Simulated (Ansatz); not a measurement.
ClGeH$_{4}$In, SMILES `[Cl][InH][GeH3]`, relaxed with RKS PBE0-D4/def2-TZVP in the Gaussian-basis code of Ansatz from a GFN2-xTB geometry. The force threshold is 0.005 eV/Å; the program also tests the step.

The species carries charge 0 and has multiplicity 1. In: def2 effective core potential.

Start:

```xyz
7

Cl   -1.615   -2.349   -1.325
In    0.302   -1.262   -0.665
Ge   -0.014    1.021    0.551
H     1.775   -2.108   -1.066
H    -0.609    2.080   -0.357
H    -1.018    0.911    1.680
H     1.178    1.707    1.181
```

```
        step  energy (eV)  largest force (eV/Å)  largest move (Å)
           1  -74270.4382                 0.954             0.000
           2  -74270.5187                 0.318             0.179
           3  -74270.5377                 0.081             0.078
           4  -74270.5383                 0.039             0.013
           5  -74270.5386                 0.060             0.024
           6  -74270.5389                 0.018             0.010
7 (rejected)  -74270.5388                 0.029             0.017
           8  -74270.5390                 0.005             0.007
           9  -74270.5390                 0.001             0.006
          10  -74270.5390                 0.003             0.009
          11  -74270.5390                 0.006             0.024
          12  -74270.5390                 0.009             0.029
          13  -74270.5391                 0.011             0.011
          14  -74270.5391                 0.009             0.014
          15  -74270.5391                 0.007             0.006
          16  -74270.5391                 0.005             0.009
          17  -74270.5391                 0.002             0.011
          18  -74270.5391                 0.002             0.006
```

End:

```xyz
7

Cl   -1.605   -2.181   -1.386
In    0.395   -1.210   -0.616
Ge   -0.055    1.048    0.568
H     1.755   -2.187   -0.991
H    -0.731    2.014   -0.418
H    -1.000    0.819    1.759
H     1.241    1.696    1.084
```

Run time 93 s (2 threads of an AMD EPYC 7R13 on a shared host); peak host memory 0.49 GiB.
